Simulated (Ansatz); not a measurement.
Z-matrix (Å, degrees):
```
Si
O 1 1.664
H 1 1.484 2 110.5
H 1 1.478 2 104.5 3 -119.3
H 1 1.484 2 110.5 3 121.1
C 2 1.358 1 123.9 3 -60.6
N 6 1.362 2 110.1 1 -176.5
N 6 1.268 2 127.9 1 1.9
H 7 1.004 6 117.1 2 -22.3
H 7 1.004 6 115.3 2 -166.8
H 8 1.014 6 113.6 2 -1.9
```

The species carries charge 0 and has multiplicity 1.

Q: List the CAM-B3LYP/def2-TZVPP orbital energies in eV (Ansatz 0.2.0). (Best estimate.)

A: The calculation gave: Occupied: -1801.84, -523.39, -391.91, -390.44, -282.33, -146.35, -101.72, -101.66, -101.65, -31.60, -27.52, -25.65, -19.66, -17.61, -16.21, -15.41, -14.81, -14.36, -12.76, -11.76, -11.29, -10.33, -9.33, -8.51. Lowest empty: 0.95, 2.05, 2.14, 2.36, 2.40, 3.05, 3.46, 4.54.
